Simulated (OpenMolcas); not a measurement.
## Cu³⁺: input and output

Input:

```
&GATEWAY
Coord
1

Cu 0.0 0.0 0.0
Basis=ANO-RCC-VDZP
Group=XYZ
NoMove
AngMom=0.0 0.0 0.0
AMFI
&SEWARD
&RASSCF
FileOrb=start.orb
Symmetry=1
Spin=3
nActEl=8 0 0
Inactive=3 6
Ras2=5 0
CIRoot=10 10 1
SDav=10
CIMx=300
Iter=120 100
PrWF=0.3
OrbListing=Nothing
MaxOrb=0
Atom
>>> COPY $Project.JobIph JOB001
&RASSCF
FileOrb=start.orb
Symmetry=1
Spin=1
nActEl=8 0 0
Inactive=3 6
Ras2=5 0
CIRoot=15 15 1
SDav=15
CIMx=300
Iter=120 100
PrWF=0.3
OrbListing=Nothing
MaxOrb=0
Atom
>>> COPY $Project.JobIph JOB002
&RASSI
NrOfJobIphs=2 10 15
1 2 3 4 5 6 7 8 9 10
1 2 3 4 5 6 7 8 9 10 11 12 13 14 15
IphNames
JOB001
JOB002
EJob
SpinOrbit
DIPRint=1.0
SOCoupling=1000.0
Subsets=2
MEES
Property=10
'ANGMOM' 1 'ANGMOM' 2 'ANGMOM' 3 'MLTPL  1' 1 'MLTPL  1' 2 'MLTPL  1' 3
'AMFI' 1 'AMFI' 2 'AMFI' 3 'MLTPL  2' 6
SOProperty=3
'ANGMOM' 1 'ANGMOM' 2 'ANGMOM' 3
```

Launched by
```bash
OMP_NUM_THREADS=1 MOLCAS_MEM=1689 MOLCAS_PROJECT=a pymolcas a.inp > a.log  # once for each step of the input, in one work folder
```

A driver script runs the steps one by one and writes start.orb anew before each from the orbitals found so far.

Output, cut to the results:

```
--- SEWARD ---
Basis set label: CU.ANO-RCC...5S4P2D1F.

      Electronic valence basis set:
      ------------------
      Associated Effective Charge  29.000000 au
      Associated Actual Charge     29.000000 au
      Nuclear Model: Point charge

      Shell  nPrim  nBasis  Cartesian Spherical Contaminant
         s      21       5        X
         p      15       4        X
         d      10       2                 X
         f       6       1                 X
                  Relativistic Douglas-Kroll-Hess integrals:
                    - DKH order of Hamiltonian: 2
                    - DKH order of Properties : 0
                  Atomic mean-field integrals
--- RASSCF ---
Wave function specifications:
      -----------------------------

      Number of closed shell electrons          18
      Number of electrons in active shells       8
      Max number of holes in RAS1 space          0
      Max nr of electrons in RAS3 space          0
      Number of inactive orbitals                9
      Number of active orbitals                  5
      Number of secondary orbitals              20
      Spin quantum number                      1.0
      State symmetry                             1
Orbital specifications:
      -----------------------

      Symmetry species                           1   2
                                                ag  au
      Frozen orbitals                            0   0
      Inactive orbitals                          3   6
      Active orbitals                            5   0
      RAS1 orbitals                              0   0
      RAS2 orbitals                              5   0
      RAS3 orbitals                              0   0
      Secondary orbitals                         7  13
      Deleted orbitals                           0   0
      Number of basis functions                 15  19
      Number of CSFs                            10
      Number of root(s) required                10
      Iter CI   SX   CI       RASSCF       Energy    max ROT     max BLB   max BLB  Level Ln srch  Step   QN
          iter iter root      energy       change     param      element    value   shift minimum  type update
 Nr of preliminary CI iterations:   1
      Total energies have been shifted. Add                -1000.00 au
        1   1    6    0  -650.46338491    0.00E+00  -1.46E-01*   4  11 1  7.42E-01*  0.00   0.00    SX    NO
        2   1    6    0  -650.77261695   -3.09E-01*  7.81E-02    6  12 2  4.85E-01*  0.00   0.00    SX    NO
        3   1    5    0  -650.81860094   -4.60E-02* -6.44E-02    4  10 2 -2.84E-01*  0.00   0.00    SX    NO
        4   1    5    0  -650.84540352   -2.68E-02*  4.99E-02    4  10 2  2.30E-01*  0.00   0.00    SX    NO
        5   1    5    0  -650.85667092   -1.13E-02* -2.03E-02    4  10 2 -1.82E-01*  0.00   0.55    LS   YES
        6   1    4    0  -650.88015126   -2.35E-02* -2.51E-03    7  14 1  1.64E-02*  0.00   1.10    QN   YES
        7   1    4    0  -650.88037049   -2.19E-04* -5.57E-05    4  10 2  1.10E-03*  0.00   0.97    QN   YES
        8   1    3    0  -650.88037089   -4.02E-07* -6.81E-06    6  12 2  9.12E-05   0.00   1.05    QN   YES
        9   1    3    0  -650.88037090   -3.46E-09  -8.12E-07    6  13 1  3.94E-06   0.00   1.07    QN   YES
      Convergence after  9 iterations
       10   1    3    0  -650.88037090   -2.30E-11  -8.12E-07    6  12 2 -1.35E-07   0.00   1.07    QN   YES
      Natural orbitals and occupation numbers for root  1
      sym 1:   1.973280   1.973280   2.000000   1.026720   1.026720
      Natural orbitals and occupation numbers for root  2
      sym 1:   1.585856   1.414144   2.000000   1.414144   1.585856
      Natural orbitals and occupation numbers for root  3
      sym 1:   1.868906   1.131094   1.131094   1.868906   2.000000
::    RASSCF root number  1 Total energy:  -1650.91047868
::    RASSCF root number  2 Total energy:  -1650.91047868
::    RASSCF root number  3 Total energy:  -1650.91047868
::    RASSCF root number  4 Total energy:  -1650.91047868
::    RASSCF root number  5 Total energy:  -1650.91047868
::    RASSCF root number  6 Total energy:  -1650.91047868
::    RASSCF root number  7 Total energy:  -1650.91047868
::    RASSCF root number  8 Total energy:  -1650.81011940
::    RASSCF root number  9 Total energy:  -1650.81011940
::    RASSCF root number 10 Total energy:  -1650.81011940
--- RASSCF ---
Wave function specifications:
      -----------------------------

...
--- RASSI ---
SPIN-FREE ENERGIES:
  (Shifted by EMIN (a.u.) =      -1650.9104786815)

 SF State       Relative EMIN(au)   Rel lowest level(eV)    D:o, cm**(-1)      L_eff

     1             0.0000000000        0.0000000000              0.0000         3.0
     2             0.0000000000        0.0000000000              0.0000         3.0
     3             0.0000000000        0.0000000000              0.0000         3.0
     4             0.0000000000        0.0000000000              0.0000         3.0
     5             0.0000000000        0.0000000000              0.0000         3.0
     6             0.0000000000        0.0000000000              0.0000         3.0
     7             0.0000000000        0.0000000000              0.0000         3.0
    11             0.0829385442        2.2568727610          18202.9064         2.0
    12             0.0829385442        2.2568727610          18202.9064         2.0
    13             0.0829385442        2.2568727610          18202.9064         2.0
    14             0.0829385442        2.2568727610          18202.9064         2.0
    15             0.0829385442        2.2568727610          18202.9064         2.0
    10             0.1003592828        2.7309152074          22026.3166         1.0
     8             0.1003592828        2.7309152074          22026.3166         1.0
     9             0.1003592828        2.7309152074          22026.3166         1.0
    16             0.1296433647        3.5277756721          28453.4297         4.0
    17             0.1296433647        3.5277756721          28453.4297         4.0
    18             0.1296433647        3.5277756721          28453.4297         4.0
    19             0.1296433647        3.5277756721          28453.4297         4.0
    20             0.1296433647        3.5277756721          28453.4297         4.0
    21             0.1296433647        3.5277756721          28453.4297         4.0
...
```

Levels above the lowest, from the spin-orbit matrix, grouped by J:

```json
{"Configuration": "3d8", "Term": "3F", "J": "4", "E (cm-1)": "0.0", "Measured (cm-1)": "0.0", "g": "1.250", "Term weight %": "100"}
{"Configuration": "3d8", "Term": "3F", "J": "3", "E (cm-1)": "1928", "Measured (cm-1)": "1861", "g": "1.084", "Term weight %": "100"}
{"Configuration": "3d8", "Term": "3F", "J": "2", "E (cm-1)": "3220", "Measured (cm-1)": "3078", "g": "0.669", "Term weight %": "99"}
{"Configuration": "3d8", "Term": "1D", "J": "2", "E (cm-1)": "19285", "Measured (cm-1)": "16248", "g": "1.057", "Term weight %": "87"}
{"Configuration": "3d8", "Term": "3P", "J": "2", "E (cm-1)": "23509", "Measured (cm-1)": "19697", "g": "1.441", "Term weight %": "88"}
{"Configuration": "3d8", "Term": "3P", "J": "1", "E (cm-1)": "23955", "Measured (cm-1)": "20097", "g": "1.501", "Term weight %": "100"}
{"Configuration": "3d8", "Term": "3P", "J": "0", "E (cm-1)": "24315", "Measured (cm-1)": "20423", "g": "", "Term weight %": "100"}
{"Configuration": "3d8", "Term": "1G", "J": "4", "E (cm-1)": "29937", "Measured (cm-1)": "26913", "g": "1.000", "Term weight %": "100"}
{"Configuration": "3d8", "Term": "1S", "J": "0", "E (cm-1)": "71744", "Measured (cm-1)": "61456", "g": "", "Term weight %": "100"}
```

Against the 8 measured excited levels shown (Sugar and Musgrove, J. Phys. Chem. Ref. Data 19, 527 (1990)) the mean absolute deviation is 3500 cm-1; the largest miss in energy is 3d8 1S0: computed 71744, measured 61456 cm-1 (+16.7 %).

Without dynamic correlation excited terms often stand tens of per cent too high (terms of higher spin than the ground term too low), and those without a measured partner can miss by more than the paired ones. The basis is small and was not contracted for so high a charge. Measured partners are found by configuration, term and J. A level has none where our copy of the source lacks it or the pairing is in doubt (some pairs that miss far off the trend of their configuration count as doubtful), and it then counts in no deviation. Only configurations of the active space appear.

The RASSCF and RASSI steps took 5.2 s on 1 thread of Arm Neoverse V1 (shared host); the integral step is not counted.

The term weight is that of the spin-free term in the level, not the purity of its configuration.
